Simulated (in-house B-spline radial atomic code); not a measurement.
**Sb III (Sb2+): [Ar] 3d9 4s2 4p6 4d10 5s2 5p1 8g1 (an excited or competing configuration)**

All numbers are computed (Dirac-Hartree-Fock, average of configuration; Fermi nucleus of rms radius 4.6802 fm) with a radial B-spline atomic code at the basis-set limit, not measured.

Z_r = [3n² - l(l+1)]/(2<r>); Z_e = n√(-2ε); the last column is Slater's effective charge. Values are occupation-weighted means over j. An effective charge above Z reflects the relativistic contraction of the inner shells.

```tsv
shell	electrons	ε (eV)	<r> (bohr)	Z_r	Z_e	Slater
1s	2	-30744	0.02842	52.79	47.54	50.70
2s	2	-4837	0.122	49.19	37.71	46.85
2p	6	-4348.4	0.1069	46.76	35.75	46.85
3s	2	-1035.3	0.3265	41.34	26.17	39.75
3p	6	-870.64	0.3246	38.51	24.00	39.75
3d	9	-622.97	0.3038	34.56	20.30	30.20
4s	2	-218.61	0.7771	30.88	16.03	24.10
4p	6	-164.58	0.8325	27.63	13.91	24.10
4d	10	-82.749	0.9636	21.79	9.86	12.85
5s	2	-44.635	1.982	18.92	9.06	8.00
5p	1	-34.705	2.278	16.02	7.99	8.00
8g	1	-1.9168	28.59	3.01	3.00	-
```

The least bound orbital is 8g7/2 at -1.917 eV, and it is also the most diffuse (<r> = 28.59 bohr). The part-filled 3d shell lies below the filled 5s shell in orbital energy.

Spin-orbit splittings of the orbital energies (j = l + 1/2 above j = l - 1/2 when positive): 2p 253 eV, 3p 48.76 eV, 3d 10.04 eV, 4p 9.499 eV, 4d 1.498 eV, 5p 1.086 eV, 8g -2.427e-05 eV.

For the 1s electron the small component carries 3.52 % of the norm, the zero-frequency Breit interaction raises the level by 72.31 eV, self-energy by 41.04 eV, and vacuum polarisation lowers it by 5.488 eV.

The density falls to 0.001 bohr⁻³ at 3.686 bohr; Σ<r²> = 957.19 bohr² gives, by the non-relativistic formula and without the paramagnetism of open shells, a Langevin diamagnetic susceptibility of -758.1×10⁻⁶ cm³/mol.
